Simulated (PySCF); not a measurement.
Input of a run (PBE0-D3(BJ)/def2-SVP geometry optimisation, gas phase (PySCF 2.14.0)), started from GFN2-xTB:
```
{"job": {"xc": "PBE0", "basis": "def2-SVP", "d3": "d3bj", "grid": 1, "kind": "geom"}, "charge": 0, "multiplicity": 1}
F      2.554354     0.912580     0.827694
C      1.720548    -0.104035     0.592841
F      2.490247    -1.165973     0.298086
F      1.114893    -0.388915     1.753207
C      0.724028     0.187205    -0.530255
C     -0.236987    -1.001311    -0.731471
C     -1.501353    -0.644637     0.068259
C     -1.405812     0.847535     0.207081
Cl    -2.726000     1.772918     0.754774
C     -0.203852     1.311351    -0.134964
Cl     0.330081     2.934721    -0.117110
H      1.315435     0.421897    -1.418315
H      0.208734    -1.938754    -0.404451
H     -0.477281    -1.085738    -1.790022
H     -1.499898    -1.107352     1.057426
H     -2.414736    -0.942548    -0.444192
```

Output (energies in Eh, forces in Eh/bohr):
```
step   0  E = -1450.06181477  max force = 0.014053
step   1  E = -1450.06277248  max force = 0.006239
step   2  E = -1450.06302867  max force = 0.002150
step   3  E = -1450.06310024  max force = 0.000709
step   4  E = -1450.06313044  max force = 0.000766
step   5  E = -1450.06316244  max force = 0.001180
step   6  E = -1450.06318532  max force = 0.000792
step   7  E = -1450.06319956  max force = 0.000780
step   8  E = -1450.06320937  max force = 0.001026
step   9  E = -1450.06321672  max force = 0.001037
step  10  E = -1450.06322416  max force = 0.000605
step  11  E = -1450.06323232  max force = 0.000475
step  12  E = -1450.06324068  max force = 0.000883
step  13  E = -1450.06324715  max force = 0.000721
step  14  E = -1450.06324975  max force = 0.000381
optimisation converged
```

Q: Summarise the run.

A: The energy falls by 3.8 kJ/mol over 15 energy and gradient evaluations, the largest force component goes from 0.0141 to 3.8e-04 Eh/bohr, and the atoms move by 0.025 Å rms after alignment. Among the bonds, C7–H15 and C7–H16 change most and about equally (+0.011 to +0.012 Å). Bonds longer at the end by more than 0.005 Å: 6 of 16; shorter: 2. The energy never rose by more than 1e-6 Eh on the way. The first step brought 67 % of the lowering.

Q: What are the final bond lengths?

A: F1–C2 1.331 Å, C2–F3 1.337 Å, C2–F4 1.337 Å, C2–C5 1.521 Å, C5–C6 1.542 Å, C6–C7 1.536 Å, C7–C8 1.498 Å, C8–Cl9 1.707 Å, C8=C10 1.342 Å, C10–Cl11 1.708 Å, C5–C10 1.506 Å, C5–H12 1.101 Å, C6–H13 1.098 Å, C6–H14 1.099 Å, C7–H15 1.103 Å, C7–H16 1.101 Å. Numbering counts from 1 in the input's order; the species is `[C@H]1(C(F)(F)F)CCC(Cl)=C1Cl`.

The run used 187 basis functions and 99 SCF cycles in all. Cost: about 13 min of CPU time on one thread; the machine was shared, so the figure is rough.

PBE0-D3(BJ)/def2-SVP frequencies: not computed here. One conformer, not necessarily the lowest.
